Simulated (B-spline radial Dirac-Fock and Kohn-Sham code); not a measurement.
## X-ray form factors of hafnium in several charge states

The computed values come from a radial finite-basis atomic code: relativistic Hartree-Fock (Dirac-Fock) wave functions, averaged over the configuration.

Configurations: Hf⁴⁷⁺ [Ar] 3d7; Hf⁴⁸⁺ [Ar] 3d6; Hf⁵⁰⁺ [Ar] 3d4; Hf⁵¹⁺ [Ar] 3d3. The first column is f₀ of Hf⁴⁷⁺, the others are differences from it.

```tsv
s (Å⁻¹)	Hf⁴⁷⁺	Δ Hf⁴⁸⁺	Δ Hf⁵⁰⁺	Δ Hf⁵¹⁺
0	25.000	-1.000	-3.000	-4.000
0.05	24.987	-0.999	-2.998	-3.997
0.1	24.950	-0.997	-2.990	-3.987
0.15	24.888	-0.993	-2.978	-3.972
0.2	24.801	-0.987	-2.962	-3.950
0.25	24.690	-0.980	-2.940	-3.922
0.3	24.555	-0.971	-2.914	-3.888
0.35	24.397	-0.960	-2.884	-3.848
0.4	24.217	-0.948	-2.850	-3.803
0.45	24.015	-0.935	-2.811	-3.752
0.5	23.792	-0.921	-2.769	-3.696
0.6	23.286	-0.888	-2.673	-3.570
0.7	22.707	-0.850	-2.563	-3.426
0.8	22.065	-0.809	-2.443	-3.268
0.9	21.368	-0.765	-2.314	-3.097
1	20.626	-0.718	-2.177	-2.917
1.1	19.850	-0.670	-2.036	-2.730
1.2	19.048	-0.621	-1.891	-2.539
1.4	17.408	-0.523	-1.601	-2.155
1.6	15.776	-0.429	-1.320	-1.783
```
